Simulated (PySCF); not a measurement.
# [Lu2F]+ at several levels of theory

All levels use the PBE0 minimum (singlet; F–Lu 2.082 Å (×2); Lu–F–Lu 180.0°), basis [F def2-SVP, Lu def2-SVP with ECP28], scalar-relativistic core potentials, density fitting, no spin–orbit coupling, PySCF. For vertical energies the ionised species is a doublet (spins chosen at PBE0 and kept). Open shells are unrestricted. A dash marks a value that was not computed or is not defined at that level.

Coordinates in bohr (charge 1 multiplicity 1):
```
F     0.0000    0.0000    0.0000
Lu    0.0000    0.0000    3.9342
Lu    0.0000    0.0000   -3.9342
```

| level | vertical IP (eV) | −ε(HOMO) (eV) | gap (eV) |
| --- | --- | --- | --- |
| PBE0 | 10.86 | 9.33 | 3.49 |
| HF | 10.20 | 10.43 | 7.38 |
| PBE | 10.82 | 8.69 | 1.68 |
| r2SCAN | – | 8.79 | 1.91 |
